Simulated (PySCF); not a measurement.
# Assignment exercise: C₈H₁₁OP

Cartesian coordinates in Å; atom numbers follow the order of the lines, from 1:
```xyz
21

C     3.7717    0.1139    0.3041
O     2.5535   -0.3882    0.7921
C     1.3896   -0.0236    0.1758
C     1.3237    0.8207   -0.9151
P    -0.1398    1.2941   -1.7076
C    -1.3423    0.4497   -0.7781
C    -2.7692    0.6439   -1.2073
C    -1.0455   -0.3708    0.3102
C    -2.1686   -1.0509    1.0379
C     0.2483   -0.5862    0.7510
H     3.8121    1.2067    0.3665
H     4.5420   -0.3103    0.9465
H     3.9522   -0.1992   -0.7299
H     2.2302    1.2363   -1.3330
H    -2.8168    1.3093   -2.0672
H    -3.2264   -0.3073   -1.4808
H    -3.3626    1.0777   -0.4021
H    -2.7258   -1.6979    0.3615
H    -1.7883   -1.6529    1.8584
H    -2.8646   -0.3158    1.4400
H     0.4177   -1.2323    1.6000
```

[PySCF: geometry from GFN2-xTB; σ from GIAO-PBE0/pcSseg-1; averaged over atoms made equivalent by symmetry, fast rotation or ring inversion; gas phase; non-relativistic; one computed conformer]

Referencing at the same level of theory: ¹³C and ¹H vs TMS.

**Question.** Assign these signals to the numbered atoms. ¹³C{¹H} NMR (computed): δ 169.7, 167.5, 149.3, 133.8, 129.0, 55.2, 25.2, 24.9.

**Answer.** 
169.7 → C6, substituted aromatic carbon
167.5 → C3, aromatic carbon bearing oxygen: an ipso carbon deshielded by its heteroatom
149.3 → C8, substituted aromatic carbon
133.8 → C4, aromatic CH: the aromatic region
129.0 → C10, aromatic CH
55.2 → C1, methyl carbon bonded to O: pulled downfield by the heteroatom
25.2 → C9, methyl carbon on an aromatic ring: saturated and bonded to C and H only
24.9 → C7, methyl carbon on an aromatic ring

C9 and C7 lie closer than the usual error of such a calculation, so a measured spectrum could show them in the other order.

**Question.** Assign these signals to the numbered atoms. ¹H NMR (400 MHz, computed): δ 7.72 (m, 1H), 7.23 (m, 1H), 3.96 (s, 3H), 2.66 (m, 3H), 2.45 (s, 3H).

**Answer.** 
```tsv
δ (ppm)	atoms	environment	reason
7.72	H14	hydrogen on an aromatic CH	aromatic region
7.23	H21	hydrogen on an aromatic CH	–
3.96	H11/H12/H13	hydrogen on a methyl carbon bonded to O	its carbon carries O, which withdraws density
2.66	H15/H16/H17	hydrogen on a methyl carbon on an aromatic ring	benzylic-type position, deshielded by the ring
2.45	H18/H19/H20	hydrogen on a methyl carbon on an aromatic ring	–
```

Splittings by ³¹P in the carbon and heteronuclear signals aren't shown, as no couplings were computed. Shifts are as computed. Against solution values, carbons near 30 ppm lie about +3 ppm off and those near 130 ppm about +5 ppm. Of 1211 compounds with measured shifts, 218 miss one by over three times the rms of a fit or turn the order of signals round; such compounds aren't used in these exercises. No couplings were computed; multiplicities are counted from neighbouring protons, with m where these are inequivalent, close in shift, in a saturated or five-membered ring or joined by F or P, and br s for small geminal =CH2 splittings.
